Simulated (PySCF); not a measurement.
Ni: excitation energy

Ni [Ar] 3d8 4s2 (3F) → Ni [Ar] 3d8 4s1 4p1 (high-spin determinant), as a difference of total energies. All numbers are calculated (PySCF 2.14, scalar relativity by spin-free X2C-1e, in x2c-TZVPPall). Correlated levels: valence: [Ar] frozen. The calculations carry no spin-orbit coupling.

```csv
method,excitation energy (eV)
UHF,2.477
MP2 (valence),3.384
SCS-MP2 (valence),3.579
CCSD (valence),3.486
CCSD(T) (valence),3.553
```

Question: How much does correlation contribute at CCSD(T) (valence)?

Answer: 3.553 − (2.477) = 1.076 eV, measured against UHF.

A first-order spin-orbit estimate (lowest level to lowest level, LS coupling) adds 0.024 eV.

The basis was made for the ground configuration and has no added diffuse functions, so the excitation energy can come out too high.

The determinant of the upper state mixes LS terms, which raises its energy above the lowest term, most at the Hartree-Fock and MP2 levels.
